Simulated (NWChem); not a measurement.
All runs are NWChem calculations. System: H₃AlO₃, charge 0, spin multiplicity 1, at a geometry optimised with B3LYP/def2-SVP. The structure started from a generated list of species. Level: B3LYP/def2-SVP, VWN1-RPA local correlation.

The NWChem input:

```
start mol
memory heap 200 mb stack 900 mb global 1100 mb
geometry units angstroms nocenter noautoz
  Al     0.000040    -0.000019     0.000000
  O      1.468403     0.853971     0.000000
  H      1.529509     1.813168     0.000000
  O     -1.473673     0.844704     0.000000
  H     -2.335005     0.418214     0.000000
  O      0.005246    -1.698633     0.000000
  H      0.805163    -2.231466     0.000000
  symmetry group Cs
end
basis spherical
  * library def2-svp
end
dft
  xc b3lyp
  semidirect memsize 60000000 filesize 0
  iterations 100
end
task dft energy
```

NWChem printed:

```
             Northwest Computational Chemistry Package (NWChem) 7.3.0
             --------------------------------------------------------

                                NWChem Input Module
                                -------------------

 Scaling coordinates for geometry "geometry" by  1.889725989
 (inverse scale =  0.529177249)

 Turning off AUTOSYM since
 SYMMETRY directive was detected!

                             Geometry "geometry" -> ""
                             -------------------------

 Output coordinates in angstroms (scale by  1.889725989 to convert to a.u.)

  No.       Tag          Charge          X              Y              Z
 ---- ---------------- ---------- -------------- -------------- --------------
    1 Al                  13.0000     0.00004000    -0.00001900     0.00000000
    2 O                    8.0000     1.46840300     0.85397100     0.00000000
    3 H                    1.0000     1.52950900     1.81316800     0.00000000
    4 O                    8.0000    -1.47367300     0.84470400     0.00000000
    5 H                    1.0000    -2.33500500     0.41821400     0.00000000
    6 O                    8.0000     0.00524600    -1.69863300     0.00000000
    7 H                    1.0000     0.80516300    -2.23146600     0.00000000

 Effective nuclear repulsion energy (a.u.)     161.3732837067

            Nuclear Dipole moment (a.u.)
            ----------------------------
        X                 Y               Z
 ---------------- ---------------- ----------------
    -0.0000094486     0.0000094486     0.0000000000

      Symmetry information
      --------------------

 Group name             Cs
 Group number              2
 Group order               2
 No. of unique centers     7

      Symmetry unique atoms

     1    2    3    4    5    6    7


 Summary of "ao basis" -> "" (spherical)
 ------------------------------------------------------------------------------
       Tag                 Description            Shells   Functions and Types
 ---------------- ------------------------------  ------  ---------------------
 *                          def2-svp                  on all atoms

                                 NWChem DFT Module
                                 -----------------

 Summary of "ao basis" -> "ao basis" (spherical)
 ------------------------------------------------------------------------------
       Tag                 Description            Shells   Functions and Types
 ---------------- ------------------------------  ------  ---------------------
 Al                         def2-svp                 8       18   4s3p1d
 O                          def2-svp                 6       14   3s2p1d
 H                          def2-svp                 3        5   2s1p

 Summary of "ao basis" -> "ao basis" (spherical)
 ------------------------------------------------------------------------------
       Tag                 Description            Shells   Functions and Types
 ---------------- ------------------------------  ------  ---------------------
 Al                         def2-svp                 8       18   4s3p1d
 O                          def2-svp                 6       14   3s2p1d
 H                          def2-svp                 3        5   2s1p

      Symmetry analysis of basis
      --------------------------

        a'         55
        a"         20

            General Information
            -------------------
          SCF calculation type: DFT
[...]
   convergence    iter        energy       DeltaE   RMS-Dens  Diis-err    time
 ---------------- ----- ----------------- --------- --------- ---------  ------
 d= 0,ls=0.0,diis     1   -469.7050853649 -6.31D+02  1.84D-02  1.21D+00     0.5
 d= 0,ls=0.0,diis     2   -469.5897049801  1.15D-01  1.04D-02  2.61D+00     0.6
 d= 0,ls=0.0,diis     3   -469.8338744345 -2.44D-01  9.00D-04  1.42D-02     0.7
 d= 0,ls=0.0,diis     4   -469.8352174832 -1.34D-03  1.78D-04  2.61D-04     0.8
 d= 0,ls=0.0,diis     5   -469.8352462366 -2.88D-05  3.48D-05  6.82D-06     0.9
 d= 0,ls=0.0,diis     6   -469.8352469992 -7.63D-07  5.96D-06  2.68D-07     1.0

         Total DFT energy =     -469.835246999242
      One electron energy =     -972.374615894506
           Coulomb energy =      386.926837525084
    Exchange-Corr. energy =      -45.760752336525
 Nuclear repulsion energy =      161.373283706705

 Numeric. integr. density =       40.000003941675

     Total iterative time =      0.9s

                  Occupations of the irreducible representations
                  ----------------------------------------------

                     irrep           alpha         beta
                     --------     --------     --------
                     a'               16.0         16.0
                     a"                4.0          4.0

                       DFT Final Molecular Orbital Analysis
                       ------------------------------------

 Vector   18  Occ=2.000000D+00  E=-3.291191D-01  Symmetry=a'
              MO Center= -2.2D-01,  2.7D-02, -3.0D-14, r^2= 3.7D+00
   Bfn.  Coefficient  Atom+Function         Bfn.  Coefficient  Atom+Function
  ----- ------------  ---------------      ----- ------------  ---------------
    42      0.376033  4 O  py                60     -0.285970  6 O  px
    45      0.275348  4 O  py                22      0.256846  2 O  px
     3     -0.248366  1 Al s                 63     -0.205597  6 O  px
    25      0.194036  2 O  px                61     -0.166792  6 O  py
    23     -0.149643  2 O  py                 2     -0.146875  1 Al s

 Vector   19  Occ=2.000000D+00  E=-3.031813D-01  Symmetry=a"
              MO Center=  5.8D-01, -5.9D-01, -9.8D-16, r^2= 2.7D+00
   Bfn.  Coefficient  Atom+Function         Bfn.  Coefficient  Atom+Function
  ----- ------------  ---------------      ----- ------------  ---------------
    62      0.471509  6 O  pz                24     -0.399958  2 O  pz
    65      0.367514  6 O  pz                27     -0.312560  2 O  pz
    15     -0.076588  1 Al d -1              43     -0.071619  4 O  pz
    46     -0.055001  4 O  pz                17      0.027161  1 Al d  1

 Vector   20  Occ=2.000000D+00  E=-3.031731D-01  Symmetry=a"
              MO Center= -5.8D-01,  5.9D-01,  1.2D-15, r^2= 2.7D+00
   Bfn.  Coefficient  Atom+Function         Bfn.  Coefficient  Atom+Function
  ----- ------------  ---------------      ----- ------------  ---------------
    43      0.503175  4 O  pz                46      0.392668  4 O  pz
    24     -0.313545  2 O  pz                27     -0.243917  2 O  pz
    62     -0.189536  6 O  pz                65     -0.148682  6 O  pz
    17      0.076584  1 Al d  1              15      0.027157  1 Al d -1

 Vector   21  Occ=0.000000D+00  E=-1.809511D-02  Symmetry=a'
              MO Center=  1.2D-04, -5.2D-05, -1.3D-15, r^2= 5.3D+00
   Bfn.  Coefficient  Atom+Function         Bfn.  Coefficient  Atom+Function
  ----- ------------  ---------------      ----- ------------  ---------------
     4      1.140852  1 Al s                 21     -0.366295  2 O  s
    40     -0.366270  4 O  s                 59     -0.366306  6 O  s
     2      0.162703  1 Al s                 34      0.156681  3 H  s
    53      0.156674  5 H  s                 72      0.156713  7 H  s
    20     -0.136681  2 O  s                 39     -0.136669  4 O  s

 Vector   22  Occ=0.000000D+00  E= 3.987531D-02  Symmetry=a"
              MO Center=  4.7D-05, -1.8D-05,  3.6D-15, r^2= 4.2D+00
   Bfn.  Coefficient  Atom+Function         Bfn.  Coefficient  Atom+Function
  ----- ------------  ---------------      ----- ------------  ---------------
    13      0.886777  1 Al pz                10      0.277640  1 Al pz
    27     -0.221645  2 O  pz                46     -0.221644  4 O  pz
    65     -0.221646  6 O  pz                24     -0.209526  2 O  pz
    43     -0.209521  4 O  pz                62     -0.209524  6 O  pz
     7     -0.155261  1 Al pz

 Vector   23  Occ=0.000000D+00  E= 7.391816D-02  Symmetry=a'
              MO Center=  4.1D-01, -7.9D-01,  4.3D-15, r^2= 7.0D+00
   Bfn.  Coefficient  Atom+Function         Bfn.  Coefficient  Atom+Function
  ----- ------------  ---------------      ----- ------------  ---------------
    72      0.851062  7 H  s                 59     -0.726210  6 O  s
    12     -0.498197  1 Al py                53     -0.447668  5 H  s
    40      0.440002  4 O  s                 34     -0.403318  3 H  s
    21      0.286210  2 O  s                 63     -0.233712  6 O  px
    26      0.175192  2 O  py                60     -0.168753  6 O  px

 center of mass
 --------------
 x =   0.00000872 y =   0.00000180 z =   0.00000000

 moments of inertia (a.u.)
 ------------------
         277.601239551045          -0.014110198910           0.000000000000
          -0.014110198910         277.582753168181           0.000000000000
           0.000000000000           0.000000000000         555.183992719226

     Multipole analysis of the density
     ---------------------------------

     L   x y z        total         alpha         beta         nuclear
     -   - - -        -----         -----         ----         -------
     0   0 0 0     -0.000000    -20.000000    -20.000000     40.000000

     1   1 0 0     -0.000067     -0.000029     -0.000029     -0.000009
     1   0 1 0     -0.000211     -0.000110     -0.000110      0.000009
     1   0 0 1      0.000000      0.000000      0.000000      0.000000

     2   2 0 0    -19.968309    -86.875436    -86.875436    153.782562
     2   1 1 0     -0.000717     -0.003915     -0.003915      0.007112
     2   1 0 1      0.000000      0.000000      0.000000      0.000000
     2   0 2 0    -19.965849    -86.880589    -86.880589    153.795329
     2   0 1 1     -0.000000     -0.000000     -0.000000      0.000000
     2   0 0 2    -19.857287     -9.928644     -9.928644      0.000000

 Task  times  cpu:        1.0s     wall:        1.0s

 Total times  cpu:        1.0s     wall:        1.0s
```
